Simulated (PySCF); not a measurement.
imidazole (C3H4N2), singlet, at a GFN2-xTB geometry; CCSD/STO-3G (PySCF).

Here is a job for PySCF.
```python
from pyscf import gto, scf, cc

mol = gto.Mole()
mol.atom = '''
C 
C  1 1.364327
N  2 1.366700 1 105.621952
C  3 1.355097 2 106.641483 1 0.000000
N  4 1.301190 3 111.798729 2 -0.000000
H  1 1.071077 5 120.897177 4 -180.000000
H  2 1.070298 1 132.007559 6 -0.000001
H  3 1.006709 4 127.214627 5 -180.000000
H  4 1.071630 5 125.011045 1 180.000000
'''
mol.basis = 'sto-3g'
mol.charge = 0
mol.spin = 0
mol.verbose = 5
mol.build()

mf = scf.RHF(mol)
mf.kernel()

mycc = cc.CCSD(mf)
mycc.kernel()
print('E(CCSD) = %.10f' % mycc.e_tot)
mf.analyze()
```

The log (banner, timings and long lists left out):

```
PySCF version 2.14.0

[INPUT] verbose = 5
[INPUT] max_memory = 4000
[INPUT] num. atoms = 9
[INPUT] num. electrons = 36
[INPUT] charge = 0
[INPUT] spin (= nelec alpha-beta = 2S) = 0
[INPUT] symmetry False subgroup None
[INPUT] Mole.unit = angstrom
[INPUT] Symbol           X                Y                Z      unit          X                Y                Z       unit  Magmom
[...]
[INPUT] ---------------- BASIS SET ----------------
[INPUT] l, kappa, [nprim/nctr], expnt,             c_1 c_2 ...
[INPUT] H
[...]
                                0.62391373        0.53532814
                                0.1688554         0.44463454
[INPUT] N
[...]
                                18.052312         0.53532814
                                4.8856602         0.44463454
[...]
                                0.8784966         0.39951283
                                0.2857144         0.70011547
[...]
                                0.8784966         0.60768372
                                0.2857144         0.39195739
[INPUT] C
[...]
                                13.045096         0.53532814
                                3.5305122         0.44463454
[...]
                                0.6834831         0.39951283
                                0.2222899         0.70011547
[...]
                                0.6834831         0.60768372
                                0.2222899         0.39195739

nuclear repulsion = 164.570625601636
number of shells = 19
number of NR pGTOs = 87
number of NR cGTOs = 29
basis = sto-3g
ecp = {}

******** <class 'pyscf.scf.hf.RHF'> ********
method = RHF
initial guess = minao
damping factor = 0
level_shift factor = 0
DIIS = <class 'pyscf.scf.diis.CDIIS'>
diis_start_cycle = 1
diis_space = 8
diis_damp = 0
SCF conv_tol = 1e-09
SCF conv_tol_grad = None
SCF max_cycles = 50
direct_scf = True
direct_scf_tol = 1e-13
Set gradient conv threshold to 3.16228e-05
Initial guess from minao.
E1 = -626.6552575415261  E2 = 238.25079417749592  Ecoul = 269.37321460281294  Exc = -31.122420425317017
init E= -223.833837762394
cond(S) = 14.046747681226105
[...]
  mo_energy =
[-15.51009373 -15.4759375  -11.08779883 -11.08364134 -11.08271817
  -1.83089036  -1.36362509  -1.20526763  -0.8318917   -0.77425091
  -0.69401298  -0.48219964  -0.44562914  -0.44517707  -0.40631022
  -0.26953445  -0.25759044  -0.12650977   0.20696619   0.24800494
   0.46367754   0.51946637   0.52742909   0.55917062   0.63742161
   0.656891     0.83159379   0.89615392   0.99494436]
E1 = -628.2840926638607  E2 = 241.80450395863187  Ecoul = 272.18130717914966  Exc = -30.376803220517786
cycle= 1 E= -221.908963103592  delta_E= 1.92  |g|= 0.442  |ddm|= 4.29
[...]
  mo_energy =
[-15.50556592 -15.03812989 -11.19333565 -11.08966701 -10.99074679
  -1.3185583   -1.07521158  -0.97215113  -0.78719508  -0.74530653
  -0.73548684  -0.57951819  -0.57824549  -0.53577624  -0.45582236
  -0.29510705  -0.26431371  -0.2225019    0.29531855   0.42410973
   0.51896959   0.58692747   0.64995698   0.68076838   0.73373198
   0.78755379   0.99605375   1.0463309    1.10457939]
E1 = -627.9717665674907  E2 = 241.43565669609043  Ecoul = 271.7394396364424  Exc = -30.303782940351965
cycle= 2 E= -221.965484269764  delta_E= -0.0565  |g|= 0.247  |ddm|= 0.849
[...]
  mo_energy =
[-15.41149989 -15.29757631 -11.08554233 -11.04182822 -11.03474804
  -1.28719141  -1.10870464  -0.94972627  -0.77248501  -0.73887664
  -0.70808336  -0.55091872  -0.54447294  -0.54002353  -0.50564364
  -0.33493611  -0.32559325  -0.26279814   0.31210534   0.38796093
   0.56503835   0.63610545   0.65946825   0.69349623   0.74959531
   0.7877252    0.97313846   1.01073375   1.09408302]
E1 = -627.8826745467348  E2 = 241.33015799985154  Ecoul = 271.6387523039832  Exc = -30.308594304131674
cycle= 3 E= -221.981890945247  delta_E= -0.0164  |g|= 0.0389  |ddm|= 0.334
[...]
  mo_energy =
[-15.44713613 -15.30359343 -11.09306019 -11.06322928 -11.02064963
  -1.29603804  -1.11472838  -0.95289226  -0.77621895  -0.74334431
[...]
converged SCF energy = -221.982887095802
E(CCSD) = -222.314944329444  E_corr = -0.3320572336419045
E(CCSD) = -222.3149443294
Total Energy =                        -221.982887095802084
[...]
0 C 1s           0.00181  -0.00008  -0.00305   0.00484   0.00033
0 C 2s          -0.12365   0.05542   0.21886  -0.35897   0.01009
0 C 2px          0.00553  -0.03959  -0.04820   0.22158  -0.40895
0 C 2py         -0.00000   0.00000  -0.00000   0.00000   0.00000
0 C 2pz          0.11623  -0.03549   0.36117   0.17767   0.09023
1 C 1s          -0.00115  -0.00485   0.00069  -0.00420  -0.00495
1 C 2s           0.04871   0.38262  -0.04651   0.29061   0.42880
1 C 2px         -0.03260   0.27927  -0.00903   0.14129  -0.01159
1 C 2py          0.00000  -0.00000   0.00000  -0.00000  -0.00000
1 C 2pz          0.25614   0.01920   0.41745   0.13008  -0.16501
2 N 1s           0.00608   0.00449  -0.00045   0.00041  -0.00105
2 N 2s          -0.48172  -0.29347   0.03809  -0.03657   0.10319
2 N 2px         -0.31837   0.17590  -0.00711   0.12022  -0.30627
2 N 2py         -0.00000   0.00000  -0.00000   0.00000   0.00000
2 N 2pz         -0.06247   0.03876   0.34859   0.30521   0.25709
3 C 1s          -0.00068  -0.00537  -0.00001   0.00383   0.00240
3 C 2s           0.04174   0.42851   0.01295  -0.32025  -0.21517
3 C 2px          0.08891   0.22522  -0.19281   0.15573  -0.43022
3 C 2py          0.00000  -0.00000   0.00000   0.00000  -0.00000
3 C 2pz         -0.12917   0.16289   0.33348  -0.00280  -0.02026
4 N 1s           0.00099   0.00066   0.00290  -0.00368   0.00191
4 N 2s          -0.04197  -0.00463  -0.19401   0.20695  -0.18821
4 N 2px         -0.11962  -0.00282  -0.04629   0.17818  -0.03994
4 N 2py          0.00000  -0.00000   0.00000  -0.00000  -0.00000
4 N 2pz          0.04013  -0.01652   0.30644   0.06384   0.03633
5 H 1s           0.19329  -0.07977   0.09124   0.49526  -0.16859
6 H 1s           0.15542  -0.42624   0.32439  -0.18192  -0.33002
7 H 1s           0.67343   0.01875  -0.13588  -0.18662   0.12809
8 H 1s           0.07569  -0.44847  -0.32486   0.20359   0.13722
               #26       #27       #28       #29
0 C 1s          -0.00561  -0.00148  -0.00032  -0.00318
0 C 2s           0.47043   0.13560   0.01145   0.24264
0 C 2px          0.07229  -0.26759  -0.14489   0.43978
0 C 2py          0.00000   0.00000   0.00000   0.00000
0 C 2pz         -0.23058   0.44084   0.04814   0.30121
1 C 1s           0.00096  -0.00021   0.00052   0.00332
1 C 2s          -0.04845   0.05239  -0.05074  -0.25659
1 C 2px          0.40213  -0.16109  -0.10651   0.43824
1 C 2py         -0.00000  -0.00000  -0.00000  -0.00000
1 C 2pz          0.25477  -0.19789  -0.24155  -0.33524
2 N 1s           0.00154   0.00093  -0.00156  -0.00172
2 N 2s          -0.15444  -0.06271   0.09644   0.12454
2 N 2px         -0.00356   0.28072  -0.25938  -0.21743
2 N 2py          0.00000   0.00000   0.00000   0.00000
2 N 2pz          0.18315  -0.20551  -0.22614  -0.10558
3 C 1s           0.00310  -0.00077   0.00300   0.00007
3 C 2s          -0.28479   0.06112  -0.28206   0.00929
3 C 2px          0.20008   0.31623   0.30765  -0.16431
3 C 2py          0.00000   0.00000  -0.00000  -0.00000
3 C 2pz         -0.14963  -0.32102   0.47299   0.02986
4 N 1s          -0.00102   0.00358  -0.00428   0.00255
4 N 2s           0.09265  -0.21216   0.25305  -0.14196
4 N 2px          0.10492  -0.12518   0.37573  -0.16159
4 N 2py         -0.00000  -0.00000  -0.00000  -0.00000
4 N 2pz          0.24329   0.44677   0.31219   0.04285
5 H 1s          -0.36540   0.05519  -0.03567   0.24034
6 H 1s          -0.04343  -0.04924  -0.04645  -0.25611
7 H 1s           0.01286  -0.11203   0.18521   0.11249
8 H 1s           0.27569   0.19424  -0.19548  -0.02551
 ** Mulliken pop on meta-lowdin orthogonal AOs  **
 ** Mulliken pop  **
[...]
 ** Mulliken atomic charges  **
charge of    0C =     -0.03748
charge of    1C =     -0.01283
charge of    2N =     -0.11360
charge of    3C =      0.06097
charge of    4N =     -0.20704
charge of    5H =      0.04271
charge of    6H =      0.05029
charge of    7H =      0.16646
charge of    8H =      0.05052
Dipole moment(X, Y, Z, Debye):  3.59157, -0.00000,  0.19974
```
